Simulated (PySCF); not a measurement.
Al(Me)(OMe)(PH2) (C2H8AlOP), SMILES C[O][Al]([CH3])[PH2].

Coordinates come from a PBE-D3(BJ)/def2-SVP optimisation. The structure was generated by enumeration; whether it is a known compound was not checked. Other conformers were not sampled.

These are TDA-B3LYP/def2-SVPD (PySCF 2.14.0) values and carry that method's errors.

Vertical excitations. Gas-phase values at a fixed geometry.

Computed UV-visible absorptions:
| state | energy (eV) | λ (nm) | f | main pairs |
|---|---|---|---|---|
| S1 | 5.27 | 235 | 0.003 | HOMO→LUMO+1 57 %, HOMO→LUMO 39 % |
| S2 | 5.48 | 226 | 0.141 | HOMO→LUMO 52 %, HOMO→LUMO+1 41 % |
| S3 | 5.83 | 213 | 0.011 | HOMO→LUMO+2 96 % |
| S4 | 6.25 | 198 | 0.009 | HOMO−1→LUMO 68 %, HOMO−1→LUMO+1 15 %, HOMO−2→LUMO 11 % |
| S5 | 6.32 | 196 | 0.012 | HOMO−1→LUMO+1 52 %, HOMO−2→LUMO 32 % |
| S6 | 6.48 | 191 | 0.030 | HOMO−2→LUMO+1 26 %, HOMO−1→LUMO+1 21 %, HOMO−2→LUMO 15 %, HOMO−1→LUMO 15 % |
| S7 | 6.58 | 188 | 0.013 | HOMO−2→LUMO+1 60 %, HOMO−2→LUMO 14 %, HOMO−3→LUMO 11 % |
| S8 | 6.60 | 188 | 0.066 | HOMO→LUMO+3 58 %, HOMO−1→LUMO 9 % |
| S9 | 6.86 | 181 | 0.069 | HOMO−3→LUMO 26 %, HOMO−3→LUMO+1 21 %, HOMO→LUMO+3 15 %, HOMO−2→LUMO 13 % |
| S10 | 6.93 | 179 | 0.074 | HOMO−3→LUMO+1 59 %, HOMO−3→LUMO 35 % |
| T1 | 4.68 | 265 | 0 | HOMO→LUMO 89 % |
| T2 | 5.09 | 244 | 0 | HOMO→LUMO+1 89 % |
| T3 | 5.36 | 231 | 0 | HOMO→LUMO+2 90 % |
| T4 | 5.73 | 216 | 0 | HOMO−1→LUMO 75 %, HOMO−1→LUMO+1 19 % |
Triplets are in the Tamm–Dancoff approximation.
